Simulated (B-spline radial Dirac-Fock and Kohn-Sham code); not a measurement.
## The Si-like isoelectronic sequence (14 electrons), Z = 14 to 22

Method: ΔSCF Dirac-Fock with Breit, self-energy and vacuum polarisation, finite nucleus, configuration average. Computed with a radial finite-basis atomic code. Binding energies in eV, tabulated ground configurations ([Ne] 3s2 3p2 throughout). No correlation.

```tsv
ion	1s	2s	2p1/2	3s	outermost level	NIST ionisation energy
Si	1848.7	161.4	108.4	14.01	7.10 (3p)	8.15168
P⁺	2165.3	210.1	151.2	27.63	18.46 (3p)	19.76949
S²⁺	2510.0	266.2	201.3	44.73	33.30 (3p)	34.86 ± 0.04
Cl³⁺	?	?	?	?	?	?
Ar⁴⁺	3283.1	400.0	323.0	88.77	72.81 (3p)	74.84 ± 0.17
K⁵⁺	3711.5	477.6	394.5	115.6	97.35 (3p)	99.44 ± 0.2
Ca⁶⁺	4167.8	562.3	473.1	145.6	125.0 (3p)	127.21 ± 0.25
Sc⁷⁺	4652.0	654.0	558.7	178.7	155.8 (3p)	158.08 ± 0.25
Ti⁸⁺	5164.3	752.9	651.3	214.9	189.7 (3p)	192.1 ± 0.4
```

Question: Fill in the row of Cl³⁺.

Answer: 1s 2882.7, 2s 329.5, 2p1/2 258.6, 3s 65.14, outermost 51.44 (3p), NIST 53.24 ± 0.12 eV.

NIST's values are for the lowest levels; a dash marks a value that is missing or belongs to another shell. Their kind here: measured, semi-empirical. Where a p, d or f shell is open in either ion the computed value averages over both j values and all terms, while the table refers to the lowest levels; that difference holds spin-orbit splitting (largest in heavy or highly charged ions), term energies where several electrons share open shells, and correlation, and it can reach 10 % or more.
